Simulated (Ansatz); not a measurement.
The cluster TaSe₂⁺ (the lowest singlet isomer of a short search) was relaxed with r2SCAN-D4 (def2-TZVP) in Ansatz in these states: charge +1 quintet, charge +1 singlet, charge +1 triplet. The geometries follow in no particular order.

In the def2 sets Ta takes a core potential; there is no spin–orbit coupling.

A:

```xyz
3

Ta   -0.281    0.724   -0.478
Se   -1.518   -0.561    0.911
Se    1.798   -0.163   -0.432
```

B:

```tsv
atom	x (Å)	y (Å)	z (Å)
Ta1	0.443	0.864	-0.433
Se2	1.007	-0.514	1.310
Se3	-1.450	-0.350	-0.877
```

C:

```
atom   x (Å)   y (Å)   z (Å)
 Ta1   0.625   0.016   1.061
 Se2   1.124   0.151  -1.176
 Se3  -1.749  -0.168   0.115
```

Q: Judge from the bond lengths which geometry belongs to which state (an estimate).

A: A is the charge +1 singlet (Ta1–Se3 2.261 Å, Ta1–Se2 2.261 Å); B is the charge +1 triplet (Ta1–Se3 2.292 Å, Ta1–Se2 2.292 Å); C is the charge +1 quintet (Ta1–Se3 2.563 Å, Ta1–Se2 2.296 Å).

At PBE0-D4/def2-TZVP a singlet lies 0.10 eV below the charge +1 triplet. At PBE0-D4/def2-TZVP a singlet lies 1.97 eV below the charge +1 quintet. These are the stationary points nearest to one start from a short search; other shapes may lie lower in each state.
